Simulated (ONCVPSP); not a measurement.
## What one change does to a pseudopotential (Ca, ONCV)

calcium, optimised norm-conserving Vanderbilt (ONCV), made with ONCVPSP 4.0.1 (PBE, scalar-relativistic). Core [Ne], reference 3s2 3p6 4s2. Waves: 3s+4s: rc 1.70 bohr, ncon 3, nbas 6, qcut 9 1/bohr, 2 projectors; 3p: rc 1.85 bohr, ncon 3, nbas 7, qcut 5.8 1/bohr, 1 projector; d scattering state at 0.09 Ha: rc 1.55 bohr, ncon 4, nbas 6, qcut 6.8 1/bohr, local. Local part: the d channel. Core correction: Teter function fitted to the true core (icmod 2), fcfact 0.6.

In the d channel the program set the typed energies aside and used 0.050 Ha.

All-electron outer shells of the reference configuration (PBE, scalar-relativistic, ld1.x):

```
shell  level (eV)  outermost node (bohr)  outermost maximum (bohr)
   3s      -47.09                   0.45                      0.99
   3p      -28.01                   0.42                      1.04
   4s       -3.77                   1.43                      3.42
```

Change: d: qcut 8.2.

Cutoffs: the cutoffs (Ha) at which the residual kinetic energy of the hardest occupied pseudo-wave falls to 1 and 0.1 mHa per electron; they do not see the model core or the augmentation charge, which bear on the density cutoff. Errors are all-electron minus pseudo energies relative to the spin-unpolarised reference configuration.

Task: How do hardness, ghosts and transferability respond?

Result: The potential gets neither clearly harder nor softer (20 Ha and 25 Ha → 20 Ha and 25 Ha); both files keep a bound ghost (s); the number of tests with a reliable result goes from 3 to 4; of the 3 tests that both files solve, the error grows in 0 and shrinks in 1 by more than 15 % and 0.3 meV (median size 0.5 → 0.3 meV); the range in which the s phases agree widens (upper end 1.5 → at the end of the scan).

```tsv
quantity	base	changed
cutoff, loose	20 Ha	20 Ha
cutoff, tight	25 Ha	25 Ha
bound ghosts	s	s
GHOST(+) flags under 300 eV	none	none
tests with a reliable result	3 of 4	4 of 4
error for 3s2 3p6 4s1, meV [ΔE 6.31 eV]	-0.5	-0.3
error for 3s2 3p6 4s0, meV [ΔE 18.13 eV]	-2.4	-1.4
error for 3s2 3p6 4s1.5, meV [ΔE 2.50 eV]	-0.1	-0.1
s: phases at 1.73 bohr within 0.05 rad from the reference energy up to (Ha; the scan ends near 5)	1.5	to the end of the scan
p: phases at 1.88 bohr within 0.05 rad from the reference energy up to (Ha; the scan ends near 5)	0.9	1.1
d: phases at 1.57 bohr within 0.05 rad from the reference energy up to (Ha; the scan ends near 5)	1.8	2.0
rms error of d²Exc/dni dnj with the model core, mHa	0.46	0.41
```

 A true bound ghost makes a file unfit for plane-wave use even where its test errors are small: the radial tests pick states by their node count and pass the ghost by.
